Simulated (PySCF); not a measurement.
Computed data sheet: [ICl2]- (`Cl[I-]Cl`)

Species: [ICl2]- (charge -1).
Structure used (PBE0-D3(BJ)/def2-SVP), in Å, numbered top down from 1:
```xyz
3
ICl2 angstrom
I     -0.0001    0.0000    0.0000
Cl    -0.0196   -0.0248    2.5880
Cl     0.0196    0.0248   -2.5880
```

**PBE0-D3(BJ)/def2-SVP geometry optimisation, gas phase, def2 core potentials past Kr (PySCF)**

| Item | Value |
| --- | --- |
| Point group | D∞h |
| Rotational constant B (linear) | 1.079 GHz |

**CAM-B3LYP/def2-SVPD ground state and vertical TDDFT (core frozen in the response) (PySCF)**

| Property | Result |
| --- | --- |
| HOMO energy | -4.13 eV |
| LUMO energy | 2.72 eV |
| HOMO–LUMO gap | 6.85 eV |
| Lowest singlet excitation | 3.25 eV (381 nm, f = 0.000 summed over 2 states within 0.01 eV) |
| Strongest line among the 10 lowest singlet transitions | S7 at 5.72 eV (217 nm, f = 1.312) |
| Lowest triplet excitation (Tamm–Dancoff) | 2.65 eV |
| Static isotropic polarisability | 94.7 au |

**B3LYP/pcSseg-1 (def2-TZVP on I) ground state and GIAO shieldings (PySCF)**

| Quantity | Value |
| --- | --- |
| Isotropic shieldings of nuclei other than C and H, by class | 945 (Cl2/Cl3) ppm |

Monoisotopic mass of the ion (most abundant isotopes, electron mass counted): 196.8427 u.

S1 lies 3.60 eV below the HOMO–LUMO gap. 2 of the 10 computed singlets lie in the visible range (750 to 380 nm, 1.65 to 3.26 eV), with an oscillator strength of 0.000 in sum. The polarisability is 14.04 Å³ as a volume (1 au = 0.148185 Å³). The 10 singlets span 3.25 to 6.40 eV, and their oscillator strengths add up to 1.34. For a rigid linear rotor the levels are B·J(J + 1), so J = 1 lies 2B = 2.16 GHz above J = 0. The vertical singlet–triplet gap S1 − T1 is 0.60 eV (TDDFT singlet less Tamm–Dancoff triplet). The principal polarisabilities are 62.6, 62.6 and 159.0 au; their mean is the isotropic value.

Atoms past krypton carry effective core potentials; spin–orbit coupling is left out. The geometry's basis has no diffuse functions, a weakness for an anion. Atoms bound to I lack the heavy atom's spin–orbit term in their shielding, so their NMR values are less reliable. No diffuse functions stand in pcSseg-1 (def2-TZVP on I), which bears on an anion's orbital energies.
